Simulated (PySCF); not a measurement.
A side-by-side comparison of computed properties.

First species: C₇H₅NO₂.
Structure used (GFN2-xTB), in Å, numbered top down from 1:
```
atom  x, y, z in Å
C1    -1.6723   -0.4068   -0.7278
C2    -0.4785   -0.0153    0.1440
C3    -0.9090    0.3155    1.4830
N4    -1.2403    0.5782    2.5443
C5     0.5967   -1.1124    0.2692
O6     0.3938   -2.2868    0.3827
C7     1.9022   -0.4204    0.1749
C8     1.7491    0.8552   -0.1907
C9     0.3206    1.1893   -0.3901
O10   -0.1416    2.1715   -0.8950
H11   -2.1733   -1.2731   -0.3021
H12   -1.3288   -0.6540   -1.7302
H13   -2.3734    0.4225   -0.7885
H14    2.8266   -0.9390    0.3630
H15    2.5237    1.5836   -0.3586
```

Second species: C7H7OP.
Geometry (GFN2-xTB, Å), atoms numbered from 1 in this order:
```
atom  x, y, z in Å
C1    -2.1432    2.1931    0.5181
C2    -1.6813    1.2038    0.0149
P3    -1.0587   -0.1820   -0.8930
C4    -1.7372   -1.5146    0.2096
C5     0.6356   -0.1189   -0.2317
C6     1.4298    1.0485   -0.0422
C7     2.6439    0.6117    0.3787
O8     2.6701   -0.7301    0.4513
C9     1.4572   -1.1666    0.0739
H10   -2.5355    3.0404    1.0012
H11   -1.3576   -2.4801   -0.1201
H12   -1.4573   -1.3456    1.2478
H13   -2.8221   -1.5197    0.1213
H14    1.1135    2.0604   -0.1912
H15    3.5391    1.1352    0.6510
H16    1.2960   -2.2266    0.0663
```

Levels: PBE0/def2-SVPD for dipole moment, HOMO energy, LUMO energy, HOMO–LUMO gap, static isotropic polarisability and electronic spatial extent ⟨r²⟩ about the centre of nuclear charge; TDDFT PBE0/def2-SVPD for lowest singlet excitation; TDA PBE0/def2-SVPD for lowest triplet excitation (Tamm–Dancoff); GFN2-xTB for rotational constant A and rotational constant C. Geometries: GFN2-xTB. Each structure is a single optimised conformer of the isolated species, non-relativistic unless stated; the electronic structure was computed with PySCF and density fitting.

The conformers computed, where there is a choice (atom-mapped SMILES and torsion angles):
- `[CH:1]#[C:2][P:3]([CH3:4])[c:5]1[cH:6][cH:7][o:8][cH:9]1`: C2–P3–C5–C6 -43°

| property | column X | column Y |
| --- | --- | --- |
| dipole moment | 1.00 D | 4.20 D |
| HOMO energy | -6.48 eV | -8.14 eV |
| LUMO energy | -0.23 eV | -3.45 eV |
| HOMO–LUMO gap | 6.25 eV | 4.69 eV |
| lowest singlet excitation | 5.18 eV | 3.03 eV |
| lowest triplet excitation (Tamm–Dancoff) | 3.90 eV | 2.62 eV |
| static isotropic polarisability | 105.2 au | 85.4 au |
| electronic spatial extent ⟨r²⟩ about the centre of nuclear charge | 1421 bohr² | 1158 bohr² |
| rotational constant A | 2.533 GHz | 1.629 GHz |
| rotational constant C | 0.805 GHz | 1.177 GHz |

(1) Which column belongs to which species?

(2) How does each property change from the first species to the second?

Results:

(1) Column X is the second species and column Y the first. The first has 15 atoms and 70 electrons, the second 16 and 72.

(2) dipole moment -3.20 D; HOMO energy +1.66 eV; LUMO energy +3.22 eV; HOMO–LUMO gap +1.56 eV; lowest singlet excitation +2.15 eV; lowest triplet excitation (Tamm–Dancoff) +1.28 eV; static isotropic polarisability +19.8 au; electronic spatial extent ⟨r²⟩ about the centre of nuclear charge +263 bohr²; rotational constant A +0.904 GHz; rotational constant C -0.372 GHz.

On the first: 1 of the 8 computed singlets lies in the visible range (750 to 380 nm, 1.65 to 3.26 eV), with an oscillator strength of 0.001. A dipole of 4.20 D is allowed in Cs, and pure rotational transitions are dipole-allowed.

On the second: A dipole of 1.00 D is allowed in C1, and pure rotational transitions are dipole-allowed. The principal polarisabilities are 76.1, 113.7 and 125.6 au; their mean is the isotropic value.
